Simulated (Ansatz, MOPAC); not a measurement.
System: ZnS, charge 0, multiplicity 1. SMILES: [Zn]=[S]
Structure (B3LYP-D3(BJ)/def2-TZVP (Ansatz, a quantum-chemistry and plane-wave program) minimum search):
```xyz
2

Zn     0.0000     0.0000    -0.7229
S      0.0000     0.0000     1.3554
```

Wanted: size of the dipole moment, in D. Terms: 6-31G* and kin with 6d, 5d where marked; spin-orbit terms left out; LANL2DZ with its own core potentials from Na on; non-relativistic. First-principles rows: single points at B3LYP-D3(BJ) geometries (Ansatz). Semi-empirical rows: dipoles at the shared geometry.

```tsv
level	program	size of the dipole moment (D)
PM3	MOPAC	6.42
PBE/LANL2DZ	Ansatz	5.66
BLYP/6-31G*	Ansatz	4.91
B3LYP/6-31G	Ansatz	5.65
B3LYP/6-31G*	Ansatz	5.50
B3LYP/def2-SVP	Ansatz	5.34
B3LYP/6-31G* with LANL2DZ past Ar	Ansatz	5.73
PBE0/6-31G* with LANL2DZ past Ar	Ansatz	6.19
```

No value to compare with is used here. The 8 habitual levels span 4.91 (BLYP/6-31G*) to 6.42 D (PM3).

The levels are drawn from those run, B3LYP/6-31G* more often than the rest, none by its result; runs whose electronic state is in doubt are left out.
